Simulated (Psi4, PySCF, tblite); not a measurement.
Intermolecular potential of HCl3Ge ··· HCl (SMILES [Cl][GeH]([Cl])[Cl] and Cl). Monomers: optimised at B3LYP-D3(BJ) (def2-TZVP), held rigid. Orientation: lowest of the rigid-body minima from ten starts at GFN2-xTB. Only R, the distance of the centres of mass, is varied, so the lowest point isn't the relaxed dimer.

Geometry at R = 3.50 Å (first 5 atoms: monomer A):
```
7

Ge    -0.0098    -0.0037     0.1433
Cl    -0.1772     2.0124    -0.5671
Cl     1.8762    -0.7968    -0.4986
Cl    -1.5760    -1.1698    -0.7428
H     -0.1133    -0.0420     1.6653
Cl    -2.7289     1.2400     1.4461
H     -3.8066     0.7320     1.9196
```

Levels of theory: RHF/STO-3G = PySCF 2.14.0 with restricted Hartree-Fock/STO-3G, no counterpoise correction; SCS-MP2/aug-cc-pVTZ = DF-SCS-MP2/aug-cc-pVTZ, frozen core, counterpoise-corrected in Psi4; GFN2-xTB (tblite); wB97M-V/def2-TZVP, counterpoise-corrected (Psi4); HF/aug-cc-pVTZ, counterpoise-corrected (Psi4).

Interaction energies in kcal/mol (negative: bound); R is the distance of the centres of mass, d the H5···Cl6 distance.

```tsv
R / Å	d / Å	RHF/STO-3G	SCS-MP2/aug-cc-pVTZ	GFN2-xTB	wB97M-V/def2-TZVP	HF/aug-cc-pVTZ
3.07	2.58	12.27	11.59	0.07	9.41	18.93
3.33	2.78	3.90	3.89	-3.80	2.35	8.99
3.50	2.92	1.31	1.36	-4.35	0.12	5.36
3.69	3.08	-0.14	-0.15	-4.17	-1.10	2.90
3.93	3.29	-0.82	-0.93	-3.50	-1.59	1.23
4.22	3.54	-0.94	-1.09	-2.61	-1.50	0.32
4.52	3.81	-0.82	-0.95	-1.87	-1.19	-0.02
5.02	4.26	-0.58	-0.61	-1.06	-0.72	-0.15
5.72	4.92	-0.36	-0.31	-0.49	-0.35	-0.12
6.68	5.83	-0.21	-0.14	-0.19	-0.15	-0.07
8.01	7.12	-0.11	-0.06	-0.07	-0.06	-0.04
```

Lowest grid point: RHF/STO-3G -0.94 kcal/mol at R = 4.22 Å; SCS-MP2/aug-cc-pVTZ -1.09 kcal/mol at R = 4.22 Å; GFN2-xTB -4.35 kcal/mol at R = 3.50 Å; wB97M-V/def2-TZVP -1.59 kcal/mol at R = 3.93 Å; HF/aug-cc-pVTZ -0.15 kcal/mol at R = 5.02 Å.
